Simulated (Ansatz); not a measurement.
# A relaxation, step by step

BHBrF$_{3}$, singlet, PBE0-D4/def2-TZVP (Ansatz 0.2.0). Settings:

```yaml
hamiltonian: {xc: pbe0, dispersion: d4}
relax: {f_tol: 0.005, max_steps: 200}
```

Start, a step off a saddle point along its unstable mode:

```xyz
6
angstrom
B -0.5059 0.0261 -0.3237
F -0.3666 1.0837 0.3849
F -1.3992 -0.8982 0.0760
F -0.2477 0.1019 -1.6427
H 0.9349 0.4277 0.8752
Br 1.5843 -0.7412 0.6303
```

```json
{"step": "1", "energy less the last (meV)": "1040.5", "largest force component (eV/Å)": "3.372"}
{"step": "2", "energy less the last (meV)": "458.4", "largest force component (eV/Å)": "1.538"}
{"step": "3", "energy less the last (meV)": "164.7", "largest force component (eV/Å)": "0.590"}
{"step": "4 (rejected trial)", "energy less the last (meV)": "195.9", "largest force component (eV/Å)": "1.584"}
{"step": "5", "energy less the last (meV)": "89.7", "largest force component (eV/Å)": "0.582"}
{"step": "6", "energy less the last (meV)": "57.7", "largest force component (eV/Å)": "0.567"}
{"step": "7", "energy less the last (meV)": "37.7", "largest force component (eV/Å)": "0.474"}
{"step": "8", "energy less the last (meV)": "21.3", "largest force component (eV/Å)": "0.282"}
{"step": "9", "energy less the last (meV)": "14.1", "largest force component (eV/Å)": "0.082"}
{"step": "10", "energy less the last (meV)": "9.3", "largest force component (eV/Å)": "0.219"}
{"step": "11", "energy less the last (meV)": "5.4", "largest force component (eV/Å)": "0.258"}
{"step": "12 (rejected trial)", "energy less the last (meV)": "6.1", "largest force component (eV/Å)": "0.363"}
{"step": "13", "energy less the last (meV)": "1.6", "largest force component (eV/Å)": "0.068"}
{"step": "14", "energy less the last (meV)": "0.5", "largest force component (eV/Å)": "0.038"}
{"step": "15", "energy less the last (meV)": "0.1", "largest force component (eV/Å)": "0.029"}
{"step": "16 (rejected trial)", "energy less the last (meV)": "0.2", "largest force component (eV/Å)": "0.053"}
{"step": "17", "energy less the last (meV)": "0.0", "largest force component (eV/Å)": "0.011"}
{"step": "18", "energy less the last (meV)": "0.0", "largest force component (eV/Å)": "0.002"}
{"step": "19", "energy less the last (meV)": "0.0", "largest force component (eV/Å)": "0.002"}
```

Step 3, positions (Å) and forces (eV/Å):

```tsv
atom	x	y	z	Fx	Fy	Fz
B1	-0.766	0.104	-0.453	0.426	-0.186	0.177
F2	-0.488	1.147	0.341	-0.590	-0.315	-0.578
F3	-1.458	-0.909	0.022	0.013	0.487	-0.182
F4	-0.313	0.086	-1.688	-0.343	0.178	0.348
H5	1.164	0.406	1.016	0.504	-0.450	0.076
Br6	1.861	-0.833	0.762	-0.010	0.286	0.160
```

Step 6, positions (Å) and forces (eV/Å):

```csv
atom,x,y,z,Fx,Fy,Fz
B1,-0.834,0.102,-0.499,0.296,0.567,0.528
F2,-0.564,1.148,0.290,-0.266,-0.492,-0.464
F3,-1.538,-0.889,-0.026,-0.133,-0.071,0.002
F4,-0.397,0.101,-1.729,-0.034,0.015,-0.146
H5,1.329,0.381,1.112,0.090,0.051,0.090
Br6,2.004,-0.843,0.852,0.046,-0.070,-0.010
```

Step 11, positions (Å) and forces (eV/Å):

```csv
atom,x,y,z,Fx,Fy,Fz
B1,-0.929,0.100,-0.564,0.036,-0.123,-0.047
F2,-0.716,1.153,0.192,-0.029,0.056,0.014
F3,-1.625,-0.910,-0.097,0.031,0.064,-0.027
F4,-0.485,0.080,-1.799,-0.033,0.008,0.069
H5,1.784,0.428,1.444,0.045,-0.258,-0.120
Br6,1.970,-0.851,0.825,-0.051,0.252,0.113
```

Last step (19):

B1  (-0.929, 0.105, -0.561)
F2  (-0.821, 1.205, 0.151)
F3  (-1.582, -0.925, -0.079)
F4  (-0.443, 0.064, -1.779)
H5  (1.885, 0.391, 1.491)
Br6  (1.890, -0.839, 0.778)
(Å)

The run took about 37 s on 4 CPU threads of an Arm Neoverse V2 (shared host).
